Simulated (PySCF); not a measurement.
From a computed spectrum to the compound

A species of 13 atoms with charge -1 has these harmonic modes (PBE0, small Gaussian bases with core potentials, PySCF 2.14.0):

```json
{"cm⁻¹": "84", "km/mol": "0.0", "symmetry": ""}
{"cm⁻¹": "85", "km/mol": "3.8", "symmetry": ""}
{"cm⁻¹": "86", "km/mol": "3.8", "symmetry": ""}
{"cm⁻¹": "95", "km/mol": "0.0", "symmetry": ""}
{"cm⁻¹": "103", "km/mol": "3.2", "symmetry": ""}
{"cm⁻¹": "157", "km/mol": "9.9", "symmetry": ""}
{"cm⁻¹": "161", "km/mol": "12.3", "symmetry": ""}
{"cm⁻¹": "236", "km/mol": "0.0", "symmetry": ""}
{"cm⁻¹": "264", "km/mol": "2.1", "symmetry": ""}
{"cm⁻¹": "296", "km/mol": "0.0", "symmetry": ""}
{"cm⁻¹": "299", "km/mol": "0.1", "symmetry": ""}
{"cm⁻¹": "321", "km/mol": "0.0", "symmetry": ""}
{"cm⁻¹": "341", "km/mol": "1.1", "symmetry": ""}
{"cm⁻¹": "346", "km/mol": "174.1", "symmetry": ""}
{"cm⁻¹": "349", "km/mol": "170.4", "symmetry": ""}
{"cm⁻¹": "364", "km/mol": "0.4", "symmetry": ""}
{"cm⁻¹": "368", "km/mol": "129.2", "symmetry": ""}
{"cm⁻¹": "436", "km/mol": "246.7", "symmetry": ""}
{"cm⁻¹": "439", "km/mol": "259.2", "symmetry": ""}
{"cm⁻¹": "439", "km/mol": "258.1", "symmetry": ""}
{"cm⁻¹": "460", "km/mol": "0.0", "symmetry": ""}
{"cm⁻¹": "1511", "km/mol": "4.1", "symmetry": ""}
{"cm⁻¹": "1512", "km/mol": "12.8", "symmetry": ""}
{"cm⁻¹": "1512", "km/mol": "4.1", "symmetry": ""}
{"cm⁻¹": "1512", "km/mol": "0.1", "symmetry": ""}
{"cm⁻¹": "3498", "km/mol": "9.1", "symmetry": ""}
{"cm⁻¹": "3499", "km/mol": "18.3", "symmetry": ""}
{"cm⁻¹": "3500", "km/mol": "8.8", "symmetry": ""}
{"cm⁻¹": "3501", "km/mol": "4.9", "symmetry": ""}
{"cm⁻¹": "3589", "km/mol": "6.3", "symmetry": ""}
{"cm⁻¹": "3589", "km/mol": "2.5", "symmetry": ""}
{"cm⁻¹": "3591", "km/mol": "6.5", "symmetry": ""}
{"cm⁻¹": "3591", "km/mol": "2.1", "symmetry": ""}
```

(1) Which species is it, and in which structure?

Answers

(1) [Ce(NH2)4]− (singlet in the valence; each metal's 4f electrons, 1 of them, lie in its core potential, out of spins and levels):
```xyz
13

Ce    0.0000    0.0000    0.0000
N     1.4163    1.2942    1.3919
H     1.3924    1.4758    2.3963
H     2.2781    1.7361    1.0628
N    -1.4164   -1.3919    1.2941
H    -2.2783   -1.0629    1.7358
H    -1.3916   -2.3965    1.4763
N     1.4163   -1.2942   -1.3919
H     2.2781   -1.7361   -1.0628
H     1.3924   -1.4758   -2.3963
N    -1.4164    1.3919   -1.2941
H    -1.3916    2.3965   -1.4763
H    -2.2783    1.0629   -1.7358
```
Ideal gas at 298.15 K and 1 bar: S = 460.8 J/(mol K), Cp = 182.6 J/(mol K), H − H(0 K) = 36.5 kJ/mol (rigid rotor, harmonic modes, spin degeneracy alone, that of the 4f electrons in the core included). An lcecp potential fixes the number of 4f electrons, so in runs with it no electron can move into or out of that shell.
 The answer isn't unique; the calculation gave this one.
